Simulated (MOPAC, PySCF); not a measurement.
H$_{4}$GeS$_{4}$, SMILES `[SH][Ge]([SH])([SH])[SH]`, neutral singlet in the gas phase. 

Z-matrix (Å, degrees):
```
Ge
S 1 2.2374
H 2 1.3558 1 92.94
S 1 2.2374 2 106.60 3 -51.07
H 4 1.3558 1 92.94 2 174.43
S 1 2.2375 2 106.61 3 -174.82
H 6 1.3559 1 92.96 2 51.69
S 1 2.2375 2 115.37 3 67.06
H 8 1.3559 1 92.93 2 66.83
```
Charge 0, spin multiplicity 1.

All levels are single points at this geometry (PBE-D3(BJ)/def2-TZVP); Pople sets use spherical d functions. Orbital energies aren't observables, and empty levels follow the basis.

```tsv
level	HOMO (eV)	LUMO (eV)	gap (eV)	dipole (D)	vertical IE, Delta-SCF (eV)
PBE-D3(BJ)/def2-TZVP in PySCF	-6.39	-2.46	3.93	0.01	–
SVWN5/6-31G* in PySCF	-6.45	-2.66	3.79	0.01	–
HF/STO-3G in PySCF	-7.07	8.03	15.10	0.01	–
AM1 in MOPAC	-10.04	-2.75	7.29	0.01	–
PM3 in MOPAC	-10.06	-3.33	6.73	0.02	–
PM7 in MOPAC	-9.45	-2.51	6.94	0.01	–
```
